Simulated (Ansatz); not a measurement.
System: C$_{2}$H$_{8}$Si, charge 0, multiplicity 1. 
Geometry from a B3LYP-D3(BJ)/def2-TZVP (Ansatz, an electronic-structure program) optimisation:
```xyz
11

Si     0.0842     0.5358     0.0835
C     -1.6066    -0.2779     0.0432
C      1.4496    -0.7206    -0.1988
H      0.1538     1.5883    -0.9636
H      0.2845     1.1995     1.3982
H     -1.7855    -0.7568    -0.9220
H     -1.6892    -1.0432     0.8180
H     -2.4007     0.4529     0.2074
H      1.4315    -1.4952     0.5709
H      1.3352    -1.2088    -1.1691
H      2.4330    -0.2473    -0.1754
```

Basis-set convergence of Hartree-Fock and MP2 correlation energies (hartree) with Ansatz. Valence correlation only, unless marked. No spin-orbit coupling. No relativistic terms.

| basis | functions | E(HF) | E(corr, MP2) |
|---|---|---|---|
| cc-pV(D+d)Z | 91 | -369.34825 | -0.40190 |
| cc-pV(T+d)Z | 211 | -369.38774 | -0.49407 |
| cc-pV(Q+d)Z | 414 | -369.39648 | -0.52580 |
| cc-pV(5+d)Z | 722 | -369.39843 | -0.53784 |

Extrapolating the two largest sets (X = 4 and 5) as X^-3: E(corr) = (125·(-0.53784) - 64·(-0.52580))/61 = -0.5505 Eh, an estimate of the basis-set limit. The largest set recovers 97.7 % of it, the smallest 73.0 %.
